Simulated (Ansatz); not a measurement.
Geometry optimisation, Ansatz 0.2.0, RKS PBE-D4/def2-SVP.

Input file:

```yaml
crystal:
  periodic: [false, false, false]
  atoms:
    - { symbol: Ge, position_ang: [0.177173, -0.0409, 0.014894] }
    - { symbol: F, position_ang: [0.499946, 0.02112, 1.693141] }
    - { symbol: H, position_ang: [1.693653, 0.098119, -0.122806] }
    - { symbol: O, position_ang: [-0.698159, 1.410534, -0.528998] }
    - { symbol: H, position_ang: [-1.648077, 1.2341, -0.657431] }
    - { symbol: H, position_ang: [-0.603735, -1.329873, -0.3527] }
basis:
  gaussian: { orbitals: def2-SVP }
hamiltonian:
  xc: pbe
  dispersion: d4
relax:
  f_tol: 0.03
  max_steps: 50
output:
  orbitals: {}
```

Run as:

```bash
$ ansatz run input.yaml --threads 1 --pin off --max-ram 2048MiB --backend cpu --events-out ev --progress --plain --runs-dir out
```

Where does it end, and by what steps?

The forces met the threshold. After 6 steps the energy has fallen by 0.426 eV; F2 moved furthest, 0.36 Å.

```json
{"step": "0", "energy less start (eV)": "0.0000", "largest force component (eV/Å)": "2.237", "accepted": "yes"}
{"step": "1", "energy less start (eV)": "-0.3687", "largest force component (eV/Å)": "0.284", "accepted": "yes"}
{"step": "2", "energy less start (eV)": "-0.4106", "largest force component (eV/Å)": "0.176", "accepted": "yes"}
{"step": "3", "energy less start (eV)": "-0.4181", "largest force component (eV/Å)": "0.545", "accepted": "yes"}
{"step": "4", "energy less start (eV)": "-0.1237", "largest force component (eV/Å)": "3.617", "accepted": "no"}
{"step": "5", "energy less start (eV)": "-0.4234", "largest force component (eV/Å)": "0.133", "accepted": "yes"}
{"step": "6", "energy less start (eV)": "-0.4258", "largest force component (eV/Å)": "0.020", "accepted": "yes"}
```

```xyz
6
Properties=species:S:1:pos:R:3
Ge 0.232 -0.055 0.039
F 0.161 0.047 1.797
H 1.699 0.122 -0.396
O -0.628 1.355 -0.635
H -1.584 1.321 -0.442
H -0.459 -1.398 -0.316
```

The run took 13 s on 1 thread of Arm Neoverse V2, with other jobs on the host, peak memory 0.13 GiB.
